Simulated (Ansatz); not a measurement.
Molecule: C₃H₁₃NSi₂ (charge 0, singlet). 
Coordinates optimised at B3LYP-D3(BJ)/def2-TZVP (Ansatz, a first-principles code):
```
N
C 1 1.4508
H 2 1.0908 1 110.80
H 2 1.0958 3 107.76 1 120.91
H 2 1.0998 3 107.57 4 115.63
C 1 1.4519 2 113.00 3 177.29
H 6 1.0901 1 110.39 2 -176.41
H 6 1.0958 7 107.89 1 -120.59
H 6 1.1000 7 108.02 8 -115.95
Si 1 1.7308 2 121.12 3 -27.67
H 10 1.4859 1 106.43 2 168.25
H 10 1.4968 11 106.20 7 -101.65
Si 10 2.3461 11 110.55 12 -118.64
H 13 1.4872 10 108.60 11 55.65
H 13 1.4879 14 106.92 10 -119.07
C 13 1.8826 14 110.40 15 -119.23
H 16 1.0912 13 111.34 14 60.50
H 16 1.0913 17 108.32 13 -121.65
H 16 1.0914 17 108.23 18 -116.58
```
Charge 0, spin multiplicity 1.

Property: vertical ionisation energy (to the doublet state of charge +1; each state is the SCF solution reached for its spin), in eV. Valence correlation only, unless marked. UHF or UKS for open shells. Spin-orbit coupling is left out. Non-relativistic. 

```csv
level,program,vertical ionisation energy (eV)
HF/aug-cc-pV(D+d)Z,Ansatz,7.08
HF/aug-cc-pV(T+d)Z,Ansatz,7.11
SVWN5/def2-TZVPD,Ansatz,8.00
PBE/def2-TZVPD,Ansatz,7.89
r2SCAN/def2-TZVPD,Ansatz,7.92
B3LYP/def2-TZVPD,Ansatz,8.11
PBE0/def2-TZVPD,Ansatz,8.07
BHLYP/def2-TZVPD,Ansatz,8.07
B2PLYP/def2-TZVPD,Ansatz,8.20
MP2/aug-cc-pV(D+d)Z,Ansatz,8.46
RI-MP2/aug-cc-pV(T+d)Z,Ansatz,8.62
SCS-MP2/aug-cc-pV(D+d)Z,Ansatz,8.40
CCSD/aug-cc-pV(D+d)Z,Ansatz,8.15
CCSD(T)/aug-cc-pV(D+d)Z,Ansatz,8.19
```
